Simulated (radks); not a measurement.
Values are calculated unless marked as measured or tabulated.
Task: Successive ionisation energies (eV) of one element, from differences of total energies of ions in their ground configurations, starting at charge 0: 6.773, 13.946, 27.671, 43.733, 99.096, 119.39, 140.26, 168.77, 192.26. Code: a radial shooting solver on a logarithmic mesh with Libxc functionals. Model: non-relativistic Kohn-Sham, BLYP, spin-polarised, spherical densities, point nucleus; open shells are filled with parallel spins first. Which element is it?

Result: Titanium (Z = 22). The first species listed is Ti in [Ar] 3d2 4s2, the last Ti8+ in [Ne] 3s2 3p2.
